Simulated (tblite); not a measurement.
Compound: C₃H₁₂BPSi.
Atom-mapped SMILES: `[BH3-:1][P@@H+:2]1[CH2:3][CH2:4][C@@H:5]1[SiH3:6]` (hydrogens: H7, H8, H9 on B1; H10 on P2; H11, H12 on C3; H13, H14 on C4; H15 on C5; H16, H17, H18 on Si6)

Computed with GFN2-xTB (tblite), gas phase: L-BFGS steps from a force-field or distance-geometry start until the largest atomic force falls under 0.01 eV/Å.

Step 23: E = -489.8960 eV
```
atom  x, y, z in Å  |  force x, y, z in eV/Å
B1      2.2934   -0.5282    0.3918   -0.042   0.043  -0.063
P2      1.0073    0.4646   -0.6254   -0.018  -0.013   0.024
C3     -0.1145    1.6754    0.2115   -0.104   0.018   0.006
C4     -1.3438    1.1154   -0.5279   -0.056   0.011   0.006
C5     -0.6772   -0.1259   -1.1601   -0.048   0.017  -0.002
Si6    -1.1950   -1.8220   -0.4644    0.022  -0.063  -0.009
H7      3.1354    0.2549    0.6895    0.038   0.061  -0.025
H8      1.6445   -0.8906    1.3206   -0.029  -0.040   0.090
H9      2.6762   -1.4097   -0.3026    0.030  -0.048  -0.053
H10     1.3340    1.2044   -1.7676    0.116   0.061  -0.033
H11     0.0910    2.7315    0.0389    0.025  -0.010   0.005
H12    -0.1573    1.5024    1.2873    0.049  -0.038   0.006
H13    -1.7142    1.8053   -1.2881    0.018   0.005   0.025
H14    -2.1760    0.8708    0.1332   -0.014   0.046   0.018
H15    -0.7830   -0.1327   -2.2470    0.055  -0.054  -0.005
H16    -2.6507   -1.7789   -0.2657    0.044   0.007  -0.005
H17    -0.8581   -2.8067   -1.4953   -0.010  -0.029   0.040
H18    -0.5208   -2.1236    0.7950   -0.076   0.026  -0.026
```

Step 24: E = -489.8985 eV
```
atom  x, y, z in Å  |  force x, y, z in eV/Å
B1      2.2977   -0.5239    0.3901   -0.029   0.024  -0.050
P2      1.0052    0.4637   -0.6225    0.012   0.002   0.057
C3     -0.1173    1.6750    0.2155   -0.078  -0.006  -0.015
C4     -1.3457    1.1139   -0.5270   -0.022   0.008   0.004
C5     -0.6770   -0.1259   -1.1603   -0.045  -0.020   0.018
Si6    -1.1989   -1.8218   -0.4664    0.001  -0.100   0.001
H7      3.1432    0.2613    0.6782    0.008   0.043  -0.030
H8      1.6558   -0.8848    1.3262   -0.010  -0.036   0.065
H9      2.6775   -1.4075   -0.3060    0.016  -0.029  -0.031
H10     1.3395    1.2040   -1.7608    0.105   0.071  -0.053
H11     0.0895    2.7311    0.0396    0.013  -0.036   0.026
H12    -0.1552    1.5000    1.2922    0.027  -0.020  -0.031
H13    -1.7103    1.8040   -1.2898   -0.010   0.005   0.051
H14    -2.1778    0.8654    0.1334   -0.012   0.070  -0.008
H15    -0.7781   -0.1381   -2.2474    0.040  -0.024  -0.011
H16    -2.6579   -1.7741   -0.2763    0.079   0.005  -0.007
H17    -0.8640   -2.8128   -1.4955   -0.012   0.009   0.074
H18    -0.5349   -2.1233    0.8004   -0.083   0.034  -0.058
```

Step 25: E = -489.9007 eV
```
atom  x, y, z in Å  |  force x, y, z in eV/Å
B1      2.2994   -0.5200    0.3876   -0.005  -0.008  -0.012
P2      1.0031    0.4635   -0.6197    0.031   0.024   0.046
C3     -0.1209    1.6747    0.2187   -0.025  -0.029  -0.028
C4     -1.3478    1.1128   -0.5261    0.006  -0.002   0.000
C5     -0.6777   -0.1262   -1.1605   -0.024  -0.047   0.029
Si6    -1.2015   -1.8230   -0.4681   -0.017  -0.088   0.002
H7      3.1483    0.2675    0.6686   -0.027   0.017  -0.037
H8      1.6639   -0.8810    1.3315    0.022  -0.023   0.018
H9      2.6782   -1.4058   -0.3100   -0.002   0.002  -0.003
H10     1.3478    1.2048   -1.7555    0.078   0.059  -0.043
H11     0.0884    2.7303    0.0405   -0.002  -0.048   0.041
H12    -0.1519    1.4976    1.2959   -0.002  -0.005  -0.055
H13    -1.7067    1.8036   -1.2903   -0.039   0.010   0.056
H14    -2.1798    0.8623    0.1334   -0.021   0.081  -0.022
H15    -0.7740   -0.1434   -2.2480    0.024   0.004  -0.006
H16    -2.6616   -1.7706   -0.2843    0.082   0.003  -0.008
H17    -0.8688   -2.8183   -1.4942   -0.005   0.019   0.080
H18    -0.5472   -2.1224    0.8039   -0.071   0.031  -0.058
```

**Question.** Estimate the geometry and energy of step 26. (The exact step hangs on the optimiser's Hessian estimate; all steps are aligned on step 25, rigid shifts and turns removed.)

**Answer.** E = -489.9024 eV, largest force 0.086 eV/Å
```
atom  x, y, z in Å  |  force x, y, z in eV/Å
B1      2.3003   -0.5171    0.3855    0.016  -0.032   0.025
P2      1.0018    0.4638   -0.6172    0.034   0.033   0.003
C3     -0.1240    1.6739    0.2206    0.025  -0.040  -0.031
C4     -1.3492    1.1118   -0.5255    0.019  -0.013  -0.005
C5     -0.6787   -0.1273   -1.1601    0.006  -0.048   0.027
Si6    -1.2036   -1.8254   -0.4693   -0.023  -0.038  -0.003
H7      3.1514    0.2726    0.6607   -0.051  -0.006  -0.039
H8      1.6701   -0.8788    1.3358    0.046  -0.010  -0.023
H9      2.6784   -1.4045   -0.3133   -0.016   0.025   0.017
H10     1.3560    1.2065   -1.7520    0.048   0.035  -0.014
H11     0.0875    2.7289    0.0420   -0.013  -0.041   0.043
H12    -0.1494    1.4956    1.2978   -0.027  -0.001  -0.054
H13    -1.7046    1.8036   -1.2896   -0.056   0.016   0.044
H14    -2.1816    0.8615    0.1329   -0.033   0.077  -0.021
H15    -0.7706   -0.1473   -2.2484    0.011   0.021   0.007
H16    -2.6627   -1.7682   -0.2903    0.053  -0.001  -0.005
H17    -0.8723   -2.8223   -1.4917    0.007   0.002   0.058
H18    -0.5576   -2.1210    0.8056   -0.047   0.020  -0.029
```

The energy changes by -0.0017 eV. The first-order estimate −F·Δx gives -0.0023 eV and the mean of the old and new forces, exact on a quadratic surface, -0.0017 eV. The step makes an angle of 69° with the force vector and moves no atom by more than 0.011 Å.
